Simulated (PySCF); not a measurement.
**[RuCl3]+, broken-symmetry Ms = 1: computed properties**

Method: UPBE0/[Ru def2-TZVP with ECP28, Cl def2-TZVP], scalar-relativistic core potentials, density fitting, no spin–orbit coupling, PySCF.

The structure is a minimum.

```xyz
4
charge 1 multiplicity 3, angstrom
Ru    0.0000    0.0000   -0.1943
Cl    0.0000    0.0000    1.9223
Cl    2.0895    0.0000   -0.6793
Cl   -2.0895    0.0000   -0.6793
```

```
Point group                                                                   : C2v
Bond lengths                                                                  : Ru–Cl 2.117 Å, Ru–Cl 2.145 Å (×2)
Bond angles                                                                   : Cl–Ru–Cl 103.1° (×2), Cl–Ru–Cl 153.9°
Heat capacity Cp at 298.15 K                                                  : 74.5 J/(mol K)
Highest occupied level (α)                                                    : -13.87 eV
Dipole moment about the centre of mass                                        : 0.43 D
Rotational symmetry number                                                    : 2
Spin squared ⟨S²⟩                                                             : 2.708
Zero-point energy                                                             : 10.1 kJ/mol
Rotational constants                                                          : 0.102, 0.05521, 0.03581 cm⁻¹
Principal quadrupole moments (Buckingham, traceless) about the centre of mass : -7.46, 2.15, 5.31 D Å
Entropy at 298.15 K and 1 bar (electronic part: spin only)                    : 349.2 J/(mol K)
Lowest empty level (α)                                                        : -11.75 eV
Enthalpy at 298.15 K above 0 K                                                : 17.62 kJ/mol
Principal polarisabilities                                                    : 40.2, 79.2, 116.0 bohr³
```

Harmonic modes (masses in u: Ru 101.904, Cl 34.969):
| ω (cm⁻¹) | IR (km/mol) |
| --- | --- |
| 86 | 2.4 |
| 119 | 0.0 |
| 124 | 0.5 |
| 402 | 5.3 |
| 476 | 24.8 |
| 490 | 82.9 |

Charges (e):
| atom | Mulliken | Löwdin | polar tensor | spin (Mulliken) | Mayer order to Ru1 |
| --- | --- | --- | --- | --- | --- |
| Ru1 | 1.04 | -0.07 | 1.56 | 1.51 | – |
| Cl2 | 0.02 | 0.40 | -0.11 | 0.42 | 1.43 |
| Cl3,4 | -0.03 | 0.34 | -0.23 | 0.03 | 1.33 |

Mulliken populations on Ru1 (electrons outside its core potential): s 2.44, p 6.29, d 6.22, f 0.01.

The determinant is spin-contaminated (⟨S²⟩ = 2.71, pure value 2.00). The spin densities have lower symmetry than the nuclear frame, so modes carry no symmetry labels. Only a few start shapes were tried, so a lower isomer may exist. Open d and f shells are described by one determinant, and the ground state may have another occupation or spin. At this level a triplet minimum of D3h symmetry lies 66 kJ/mol below this structure.

The final relaxation and frequency run took 2.2 min on 4 threads of a shared Intel Xeon Platinum 8488C (Sapphire Rapids) host, with 151 basis functions and 15 gradients; the process peaked at 1.6 GiB. Launch command: `OMP_NUM_THREADS=4 python axn.py task.json out`.
